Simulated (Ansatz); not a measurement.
**Question.** Name a neutral molecule of In, O and H with HOMO energy (B3LYP/def2-TZVPP) between -8.05 and -7.75 eV and HOMO–LUMO gap (PBE0/def2-TZVPP) between 6.70 and 7.00 eV (Ansatz, PBE0-D4/def2-TZVP geometry).

**Answer.** `[OH][In-]([OH])([OH])[OH2+]` (-7.95 eV, 6.87 eV). Other molecules can fit too; these were computed, each in one conformer that needn't be the lowest.

B3LYP here is the variant with VWN-RPA as its local correlation; programs differ in this.
